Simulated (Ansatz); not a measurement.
`O[CH](F)[SnH3]` + H₂S → `[SH][SnH3]` + `OCF` at 600 K and 1 bar (ligand exchange at the Sn–C bond).

Calculated with Ansatz (gas phase, PBE0-D4/def2-TZVP geometries, no zero-point term in ΔE). CBS: MP2 limit from def2 TZ/QZ plus the TZ coupled-cluster correction, frozen cores. This one scheme is used for every species. Elements past krypton have def2 core potentials. For Sn outer-core shells are correlated without core-valence functions, which leaves a few kJ/mol of doubt a bond. Each species was taken in one conformer, which may not be the lowest.

```json
{"species": "`O[CH](F)[SnH3]`", "CCSD(T)/CBS energy (Eh)": "-430.00478", "H − E (kJ/mol)": "199.0", "S (J/(mol·K))": "424.2"}
{"species": "H₂S", "CCSD(T)/CBS energy (Eh)": "-398.97279", "H − E (kJ/mol)": "60.8", "S (J/(mol·K))": "230.9"}
{"species": "`[SH][SnH3]`", "CCSD(T)/CBS energy (Eh)": "-614.20548", "H − E (kJ/mol)": "117.8", "S (J/(mol·K))": "361.0"}
{"species": "`OCF`", "CCSD(T)/CBS energy (Eh)": "-214.81254", "H − E (kJ/mol)": "149.8", "S (J/(mol·K))": "300.3"}
```

H − E and S are ideal-gas, rigid-rotor, harmonic terms from PBE0-D4/def2-TZVP, for one conformer and one mirror image of each species. 1 Eh = 2625.50 kJ/mol, R = 8.31446 J/(mol·K).

**Question.** By hand: ΔE, ΔH, ΔS and ΔG.

**Answer.** ΔE = (-614.20548) + (-214.81254) − (-430.00478) − (-398.97279) = -0.04045 Eh = -106.2 kJ/mol. Δ(H − E) = 117.8 + 149.8 − 199.0 − 60.8 = 7.8, so ΔH = -98.4 kJ/mol. ΔS = 361.0 + 300.3 − 424.2 − 230.9 = 6.2 J/(mol·K). ΔG = -98.4 − 600 × (6.2)/1000 = -102.1 kJ/mol.

**Question.** By hand: the equilibrium constant, and the temperature at which ΔG would vanish if ΔH and ΔS stayed fixed.

**Answer.** log₁₀ K = −ΔG/(RT ln 10) = 8.9. ΔH and −TΔS have one sign here, so there is no such temperature.

The number of gas molecules stays the same, so ΔS is small and ΔH decides. A doubt of 5 kJ/mol in ΔE shifts log₁₀ K by 0.4 here. Other conformers and mirror images would add mixing entropy, several J/(mol·K) or more a flexible species. These are equilibria of isolated gas molecules and say nothing of rates. Largest T1 diagnostic: 0.013 (customary marks: 0.02 for closed shells, 0.045 for open ones).

ΔS is within the doubt of such terms, so its sign, and with it that verdict, could turn.
